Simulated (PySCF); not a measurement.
## Zr (zirconium, neutral) across methods

[Kr] 4d2 5s2, high-spin 3F determinant. All numbers are calculated (PySCF 2.14, scalar relativity through the core potential, in aug-cc-pwCVTZ-PP with ECP28MDF).

| method | E (hartree) | mean ε 5s α (eV) | mean ε 5s β (eV) | mean ε 4d α (eV) | Σ⟨r²⟩ (bohr²) | ⟨S²⟩ |
| --- | --- | --- | --- | --- | --- | --- |
| LDA | -46.6199 | -4.831 | -4.230 | -4.205 | 61.12 | 2.004 |
| UHF | -46.30636 | -6.289 | -5.355 | -8.872 | 64.62 | 2.017 |
| PBE0 | -46.7400 | -5.209 | -4.581 | -5.492 | 61.51 | 2.005 |
| HSE06 | -46.7409 | -4.882 | -4.250 | -5.078 | 61.40 | 2.005 |
| M06-L | -46.7578 | -4.550 | -4.098 | -4.360 | 60.83 | 2.004 |
| r2SCAN | -46.7658 | -4.773 | -4.102 | -4.713 | 61.94 | 2.017 |
| TPSSh | -46.7370 | -4.891 | -4.193 | -4.918 | 61.62 | 2.006 |
| PBE | -46.7549 | -4.651 | -4.037 | -4.284 | 61.45 | 2.004 |

Energies and moments cover only the electrons outside the core potential.
